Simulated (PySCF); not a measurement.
A TDDFT job was run through a driver script with this input:

```
{"job": {"kind": "uv", "xc": "PBE0", "basis": "def2-SVPD", "nstates": 8, "ntriplets": 3}, "charge": 0, "multiplicity": 1}
C      2.175334     0.363951     0.752349
C      0.874090     0.368237     0.542123
C      0.205397    -0.182062    -0.684990
C     -0.774129    -1.312749    -0.294061
S     -2.335604    -0.676444     0.446487
Ga    -2.126034     1.137517    -0.841414
O     -0.451003     0.848545    -1.384418
H      2.862460    -0.062297     0.040173
H      2.609408     0.785236     1.642844
H      0.184837     0.815410     1.254972
H      0.955809    -0.621977    -1.356546
H     -1.045919    -1.889676    -1.179834
H     -0.317652    -1.968368     0.444849
H     -2.817673     2.394203    -1.409678
```

The calculation used TDDFT PBE0/def2-SVPD, vertical, gas phase, core orbitals frozen in the response (PySCF). Job line and output are in the format of a driver script around the code.

(1) What does the script print for it, SCF cycles aside?

## Answers

(1) 
```
converged SCF energy = -2553.7507899879

Static polarisability (au): isotropic 97.314, principal 78.941 94.506 118.494

Singlet excitations
state   eV       nm        f      main configurations
  1   4.8038    258.1   0.01947   H->L 0.96
  2   5.1474    240.9   0.01386   H->L+1 0.96
  3   5.6455    219.6   0.01425   H-1->L 0.96
  4   5.8600    211.6   0.00339   H->L+3 0.38, H-3->L 0.30, H-2->L 0.20
  5   5.9410    208.7   0.00197   H->L+2 0.31, H-3->L 0.25, H->L+3 0.21
  6   6.0134    206.2   0.00065   H->L+2 0.57, H->L+3 0.31
  7   6.1291    202.3   0.01224   H-2->L 0.49, H-3->L 0.34, H-4->L 0.11
  8   6.2747    197.6   0.01488   H-1->L+1 0.92

Triplet excitations (Tamm-Dancoff, eV): 4.2757 4.4795 4.7604
```

Isolated species at its GFN2-xTB geometry (one conformer only). The PBE0/def2-SVPD calculation is non-relativistic and has no spin–orbit coupling, an omission that weighs most on gallium.

H and L stand for HOMO and LUMO.

On one thread, Arm Neoverse V1 (aarch64), shared host, this took 59 s and 1.0 GiB of memory at its peak.

Shape of the structure used: `[CH2:1]=[CH:2][C@H:3]1[CH2:4][S:5][GaH:6][O:7]1`: C1–C2–C3–C4 120°.
